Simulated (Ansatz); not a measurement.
Saddle point of SiNH$_{8}$OF, closed shell (SiNH₅ ([NH2][SiH3]) + H₂O + HF → SiH₃F ([F][SiH3]) + H₂O + NH₃ (still joined by a long Si–N bond); bonds formed: Si1–F7, N2–H8, H6–O9; bonds broken: H6–F7, H8–O9; bonds weakened to dative contacts: Si1–N2), PBE0-D4/def2-TZVP structure:

Si1  (-1.025, 0.492, -0.687)
N2  (0.219, -0.847, -0.606)
H3  (-1.162, 0.519, -2.191)
H4  (-2.390, 0.144, -0.249)
H5  (-0.446, 1.829, -0.423)
H6  (0.427, 0.208, 1.568)
F7  (-0.733, 0.349, 1.433)
H8  (1.105, -0.483, 0.285)
O9  (1.528, -0.107, 1.337)
H10  (0.573, -1.088, -1.524)
H11  (-0.183, -1.686, -0.199)
H12  (2.087, 0.670, 1.256)
(Å)

Energies are electronic, without zero-point energy. Barriers and step energies count from the start structure reached by relaxing down the imaginary mode; all methods use the PBE0-D4 structures, on which another method's saddle can fall below an end. Program: Ansatz 0.2.0. Basis: def2-TZVPP, with def2-QZVPP for the basis limit. Cores are frozen in the correlated methods. B3LYP uses VWN-RPA correlation. Extrapolation: Hartree–Fock as exp(−7.88 √X), correlation as X^−2.97.

```csv
method,barrier (kJ/mol),step energy (kJ/mol)
SPW92,0.2,-22.4
PBE-D4,?,-10.4
BLYP-D4,52.3,-5.9
r2SCAN-D4,41.6,-17.6
B97M-V,?,-25.2
PBE0-D4,51.4,-11.5
B3LYP-D4,60.6,-7.9
r2SCAN0-D4,52.4,-16.6
BHLYP-D4,74.8,-11.2
CAM-B3LYP-D4,57.3,-11.4
wB97X-V,58.3,-14.6
wB97M-V,57.5,-17.1
B2PLYP,65.1,-7.4
PBE-QIDH,?,-12.1
RPA on PBE,63.8,-9.7
HF,123.9,0.1
MP2,61.1,-8.4
CCSD,76.2,-8.7
CCSD(T),67.0,-9.6
```

Task: Fill in the withheld barriers. (To be estimated.)

Result: The calculation gives: PBE-QIDH 59.8; PBE-D4 38.4; B97M-V 62.4 kJ/mol. Each is the energy of the saddle less that of the start structure, by the same method.

For comparison, the barrier by CCSD(T) at an estimated basis limit (MP2 extrapolated from triple and quadruple zeta, plus CCSD(T) − MP2 in triple zeta) is 68.1 kJ/mol.

No T1 diagnostic of these runs exceeds 0.011.

Steps of this kind, hydrogen fluoride cutting a network bond, underlie vapour etching and the fluorination step of atomic layer etching.

Labels in which every atom is bracketed show which atoms are joined, not bond orders.

For scale, one of the runs: CCSD(T)/def2-TZVPP, 247 basis functions, launched by `ansatz run in.yaml --threads 4 --pin off --events-out ev --progress --plain --max-ram 9574MiB`. Hardware: 4 CPU threads of an Intel Xeon, shared host. Wall time 2.4 min; peak host memory 5.3 GiB.
